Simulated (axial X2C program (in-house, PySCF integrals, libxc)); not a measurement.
**Worked dissociation energy of SnB: CCSD, without spin–orbit coupling**

Computed with an in-house all-electron X2C program for linear molecules (integrals from PySCF). Spin-free means the one-electron spin-free X2C Hamiltonian. Basis: Sn dyall-cv3z [11s12p9d4f1g], B dyall-v3z [7s6p2d1f] (cores contracted in-house); Gaussian nuclei, density fitting, unrestricted open shells. Masses: Sn 119.902 u, B 11.009 u.

Molecular state: M_S = 3/2, Λ = 0 (beyond evenly filled blocks: σα, π+α, π-α).

Correlated methods: 7 electrons correlated (number of frozen shells: Sn 4 s, 3 p, 2 d; B 1 s), 237 virtual spin orbitals or spinors in MP2, 89 natural virtuals in coupled cluster.

```
E(Sn) (2M_S = 2, M_L = 0) : -6173.890008 hartree
E(B) (2M_S = 1, M_L = 0)  : -24.605281 hartree
E(SnB) at Re              : -6198.576718 hartree
ωe                        : 535.8 cm⁻¹
ωexe                      : 3.02 cm⁻¹
```

Question: Work out De and D0.

Answer: De = -6173.890008 + (-24.605281) − (-6198.576718) = 0.08143 hartree = 2.216 eV. The zero-point energy is ωe/2 − ωexe/4 = 267 cm⁻¹ = 0.033 eV, so D0 = 2.183 eV.

Occupations by symmetry block were frozen at the best pattern of an incomplete PBE0 search. De is counted from the lowest determinant-based energies of the atoms at the same level, without counterpoise correction. CCSD ran in a truncated set of natural virtual spinors with an MP2 remainder; without triples it tends to underbind. Other states lie close and PBE0, whose exact exchange favours high spin, may order them wrongly; the determinant shown need not be the ground state. The nearest other spin-free determinant of the search, M_S = 1/2, Λ = 0, lies 0.32 eV up at the distance of the search. With the outer-core shells frozen, correlated bond lengths of heavy atoms tend to come out a few hundredths of an ångström too long. Spin-free De lacks the spin–orbit lowering of the heavy p-block atom, a tenth of an eV or more for 4p and 5p, up to an eV for 6p and one to two eV for 7p atoms, less what an open-shell molecule gains itself.

Each atomic determinant is the lowest at this level and need not be a pure term. Totals compare only within one Hamiltonian and basis.
